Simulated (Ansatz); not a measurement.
Ansatz (a quantum-chemistry and plane-wave program) input (CCSD(T)/aug-cc-pV(D+d)Z):
A basis named .json is the Basis Set Exchange file of that set.

Ansatz 0.2 input:
```yaml
crystal:
  periodic: [false, false, false]
  atoms:
    - {symbol: C, position_ang: [-1.10617610, -1.37770322, -1.22192331]}
    - {symbol: Si, position_ang: [0.01380705, -0.51376570, -0.01752105]}
    - {symbol: C, position_ang: [0.38449679, -1.43231591, 1.55416269]}
    - {symbol: P, position_ang: [1.82883232, 0.40210522, -0.97411633]}
    - {symbol: P, position_ang: [-1.27916318, 1.31100594, 0.71266216]}
    - {symbol: H, position_ang: [-0.57205549, -2.24273670, -1.62458314]}
    - {symbol: H, position_ang: [-1.38264255, -0.74122906, -2.06338144]}
    - {symbol: H, position_ang: [-2.01459321, -1.74433552, -0.74116554]}
    - {symbol: H, position_ang: [1.00098099, -2.30036688, 1.30488889]}
    - {symbol: H, position_ang: [0.94339344, -0.82644634, 2.26840454]}
    - {symbol: H, position_ang: [-0.52406888, -1.79894277, 2.03464377]}
    - {symbol: H, position_ang: [1.09586028, 1.33441538, -1.75138947]}
    - {symbol: H, position_ang: [2.08686072, 1.29810882, 0.09415454]}
    - {symbol: H, position_ang: [-2.49823172, 1.05221005, 1.36217334]}
    - {symbol: H, position_ang: [-0.60149379, 2.14367999, 1.61408335]}
    - {symbol: H, position_ang: [-1.64226976, 2.18181014, -0.32415783]}
basis:
  gaussian:
    orbitals: aug-cc-pV_D+d_Z.json
total_charge: 1
magnetization: {spin_polarized: false}
correlation: {method: ccsd_t, electrons: outside_noble_gas}
output: {forces: true}
```

Output:

```
Functional definition: HF
integrals: 1.75 GiB planned
2391 factors; integrals over basis functions are off by at most 9.4e-4 eV
1.46 GiB of device memory are held for the factors and their scratch space
mean field: 1.79 GiB planned
mean field evaluation 1: about -28629.9595 eV, gradient 4.7e1 eV
mean field evaluation 2: about -28629.9927 eV, gradient 4.7e1 eV
mean field evaluation 4: about -28636.5768 eV, gradient 3.9e0 eV
mean field evaluation 8: about -28636.6713 eV, gradient 2.1e-1 eV
mean field evaluation 16: about -28635.4241 eV, gradient 2.0e1 eV
mean field -28636.67157486 eV, -1052.3782697431 hartree, gradient 2.0e-6 eV, S^2 0.000000; 0 other end points of the search recorded, 0 dependent functions left out
17 core orbitals not correlated
reference -28636.67157486 eV, -1052.3782697431 hartree; 16, 16 occupied and 208, 208 virtual orbitals, 2391 factors
densities: 11.83 GiB planned
second order -18.12794625 eV of doubles, -0.00000000 eV of singles
coupled cluster: 9.16 GiB planned
cycle   1  -19.85009996 eV  change    -1.7e0 eV  update   1.1e-1
cycle   2  -20.49112089 eV  change   -6.4e-1 eV  update   3.4e-2
cycle   3  -20.57085272 eV  change   -8.0e-2 eV  update   1.3e-2
cycle   4  -20.56749043 eV  change    3.4e-3 eV  update   3.9e-3
cycle   5  -20.56537649 eV  change    2.1e-3 eV  update   1.5e-3
cycle   6  -20.56495783 eV  change    4.2e-4 eV  update   5.2e-4
cycle   7  -20.56488600 eV  change    7.2e-5 eV  update   1.9e-4
cycle   8  -20.56491328 eV  change   -2.7e-5 eV  update   6.8e-5
cycle   9  -20.56491693 eV  change   -3.7e-6 eV  update   2.1e-5
cycle  10  -20.56490833 eV  change    8.6e-6 eV  update   7.7e-6
perturbative correction -0.71954480 eV, -0.0264427835 hartree
the calculation of the forces begins
1.46 GiB of device memory are held for the factors and their scratch space
Total energy: -28657.95602799 eV, -1053.1604589684 hartree
Atom 0 at    -1.106176    -1.377703    -1.221923 Å, force     0.111597     0.109187     0.133424 eV/Å
Atom 1 at     0.013807    -0.513766    -0.017521 Å, force     0.015213     0.115920    -0.005888 eV/Å
Atom 2 at     0.384497    -1.432316     1.554163 Å, force    -0.047737     0.115025    -0.163304 eV/Å
Atom 3 at     1.828832     0.402105    -0.974116 Å, force     0.296802    -0.244005    -0.164174 eV/Å
Atom 4 at    -1.279163     1.311006     0.712662 Å, force    -0.007075    -0.069653     0.002429 eV/Å
Atom 5 at    -0.572055    -2.242737    -1.624583 Å, force     0.234349    -0.392365    -0.185329 eV/Å
Atom 6 at    -1.382643    -0.741229    -2.063381 Å, force    -0.126102     0.297126    -0.392308 eV/Å
Atom 7 at    -2.014593    -1.744336    -0.741166 Å, force    -0.420625    -0.169010     0.217829 eV/Å
Atom 8 at     1.000981    -2.300367     1.304889 Å, force     0.277492    -0.393946    -0.104983 eV/Å
Atom 9 at     0.943393    -0.826446     2.268405 Å, force     0.262120     0.282903     0.330681 eV/Å
Atom 10 at    -0.524069    -1.798943     2.034644 Å, force    -0.416701    -0.169154     0.225137 eV/Å
Atom 11 at     1.095860     1.334415    -1.751389 Å, force    -0.140019     0.166553    -0.135236 eV/Å
Atom 12 at     2.086861     1.298109     0.094155 Å, force     0.038064     0.160029     0.196408 eV/Å
Atom 13 at    -2.498232     1.052210     1.362173 Å, force    -0.165327    -0.077727     0.087246 eV/Å
Atom 14 at    -0.601494     2.143680     1.614083 Å, force     0.135724     0.131197     0.149898 eV/Å
Atom 15 at    -1.642270     2.181810    -0.324158 Å, force    -0.047774     0.137919    -0.191830 eV/Å
Dipole moment:    -0.670626     0.452170     0.369001 e Å
```

It need not be the lowest isomer of its formula.
